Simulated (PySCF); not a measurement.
An equivalent PySCF input for Ga⁺ (gallium, charge +1), [Ar] 3d10 4s2, closed-shell 1S, with a scalar-relativistic core potential:

```python
from pyscf import gto, scf, dft, mp, cc
import basis_set_exchange as bse
txt = bse.get_basis("aug-cc-pwCVDZ-PP", elements=["Ga"], fmt="nwchem", header=False)
cut = txt.index("\nECP")
mol = gto.M(atom="Ga 0 0 0", charge=1, spin=0, symmetry="D2h",
            basis=gto.basis.parse(txt[:cut]),
            ecp={"Ga": gto.basis.parse_ecp(txt[cut:])})
mf = dft.UKS(mol, xc="PBE")
mf.irrep_nelec = {'Ag': (4, 4), 'B1g': (1, 1), 'B2g': (1, 1), 'B3g': (1, 1), 'B1u': (1, 1), 'B2u': (1, 1), 'B3u': (1, 1)}
mf.kernel()
```

It reaches the same state as the run whose output follows, with an energy that differs only through the grid. The run itself started from symmetry-adapted Hartree-Fock orbitals and held the occupation by maximum overlap, on a logarithmic radial grid, so the iterations belong to that start.

```
SCF conv_tol = 1e-09
number electrons alpha = 10  beta = 10
XC functionals = PBE
    J. P. Perdew, K. Burke, and M. Ernzerhof.,  Phys. Rev. Lett. 77, 3865 (1996)
    J. P. Perdew, K. Burke, and M. Ernzerhof.,  Phys. Rev. Lett. 78, 1396 (1997)
    J. P. Perdew, K. Burke, and M. Ernzerhof.,  Phys. Rev. Lett. 77, 3865 (1996)
    J. P. Perdew, K. Burke, and M. Ernzerhof.,  Phys. Rev. Lett. 78, 1396 (1997)
cycle= 1 E= -259.222973863879  delta_E= -0.00482  |g|= 0.213  |ddm|=  1.5
cycle= 2 E= -259.212969422406  delta_E= 0.01  |g|= 0.328  |ddm|= 0.939
cycle= 3 E= -259.229811781768  delta_E= -0.0168  |g|= 0.00309  |ddm|= 0.657
cycle= 4 E= -259.229813509563  delta_E= -1.73e-06  |g|= 0.00012  |ddm|= 0.0106
cycle= 5 E= -259.229813513562  delta_E= -4e-09  |g|= 3.56e-06  |ddm|= 0.000718
cycle= 6 E= -259.229813513564  delta_E= -2.22e-12  |g|= 3.77e-09  |ddm|= 4.28e-06
converged SCF energy = -259.229813513564  <S^2> = -3.5527137e-15  2S+1 = 1
```

Energies and moments cover only the electrons outside the core potential.
